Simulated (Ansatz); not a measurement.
Isolated molecules relaxed with PBE0-D4/def2-TZVP in Ansatz; ΔE leaves out vibrations. CCSD(T)/CBS adds triple-zeta CCSD(T) − MP2 to the extrapolated MP2 energy (def2 sets, frozen cores). This one scheme is used for every species. Functionals use def2-TZVPP. B3LYP here is the variant with VWN-RPA as its local correlation; programs differ in this. For Ga outer-core shells are correlated without core-valence functions, which leaves a few kJ/mol of doubt a bond. Scalar relativity is left out up to krypton. Each species was taken in one conformer, which may not be the lowest.

`[F][Ga]([SH])[SH]` + `N[Si]F` → `[NH2][Ga]([F])[SH]` + `F[Si]S`  (redistribution)

**Question.** Is it downhill or uphill in electronic energy at CCSD(T)/CBS, and by how much? (An estimate is asked.)

**Answer.** Ansatz gave: Uphill: ΔE = +0.69 eV.

**Question.** What do these levels give: PBE-D4, r2SCAN-D4, PBE0-D4, PBE, PBE0, B3LYP, HF/def2-TZVPP, CCSD(T)/def2-TZVPP, HF/def2-QZVPP, MP2/def2-QZVPP, HF/CBS(def2), MP2/CBS(def2)? (Estimate.)

**Answer.** Ansatz gave: PBE-D4 0.66, r2SCAN-D4 0.71, PBE0-D4 0.70, PBE 0.66, PBE0 0.70, B3LYP 0.71, HF/def2-TZVPP 0.80, CCSD(T)/def2-TZVPP 0.70, HF/def2-QZVPP 0.79, MP2/def2-QZVPP 0.69, HF/CBS(def2) 0.79, MP2/CBS(def2) 0.69 eV.

Largest T1 diagnostic among the species: 0.015.

From PBE to PBE0 (25 % exact exchange), in def2-TZVPP and without D4, ΔE moves by +0.04 eV. In def2-TZVPP, CCSD(T) changes the Hartree–Fock value by −0.10 eV (the triples alone add −0.01 eV) and MP2 by −0.09 eV.
